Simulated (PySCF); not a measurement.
Isomers of C2H8FNSi2. Method used: PySCF, TDDFT PBE0/def2-SVPD, vertical, gas phase, core orbitals frozen in the response. Geometries: GFN2-xTB; one conformer of each isolated species. Triplets are in the Tamm–Dancoff approximation.

A. `F[C@H]1C[SiH2]N[SiH2]1`
B. `[Si@H]([SiH2]C=C)(F)N`
C. `F[Si@H]1CC[SiH2]N1`

Lowest singlet levels (six at most, fewer where fewer were computed) with oscillator strengths:

1. 188 nm (f 0.008); 176 nm (f 0.005); 167 nm (f 0.016); 165 nm (f 0.008); 161 nm (f 0.019); 159 nm (f 0.018); T1 6.27 eV
2. 209 nm (f 0.005); 186 nm (f 0.012); 180 nm (f 0.017); 178 nm (f 0.000); 166 nm (f 0.002); 165 nm (f 0.013); T1 5.64 eV
3. 225 nm (f 0.028); 205 nm (f 0.003); 198 nm (f 0.049); 195 nm (f 0.083); 186 nm (f 0.009); 178 nm (f 0.029); T1 4.22 eV

Question: Match each spectrum to its molecule.

Answer: 1 = C, 2 = A, 3 = B.
- A: S1 at 5.93 eV, HOMO→LUMO (99%); Löwdin shares by element: HOMO nitrogen 53%, silicon 21%, hydrogen 6% or more (atoms not listed hold the other 20%); LUMO silicon 40%, hydrogen 10% or more, nitrogen 8% (atoms not listed hold the other 43%); HOMO -7.45 and LUMO -0.14 eV.
- B: S1 at 5.51 eV, HOMO→LUMO (89%); Löwdin shares by element: HOMO nitrogen 36%, silicon 26%, hydrogen 9% or more (atoms not listed hold the other 29%); LUMO carbon 43%, silicon 32% (atoms not listed hold the other 25%); HOMO -7.41 and LUMO -0.81 eV.
- C: S1 at 6.59 eV, HOMO→LUMO (97%); Löwdin shares by element: HOMO nitrogen 54%, silicon 20%, hydrogen 9% or more (atoms not listed hold the other 17%); LUMO silicon 44%, hydrogen 22% or more (atoms not listed hold the other 34%); HOMO -7.69 and LUMO 0.30 eV.
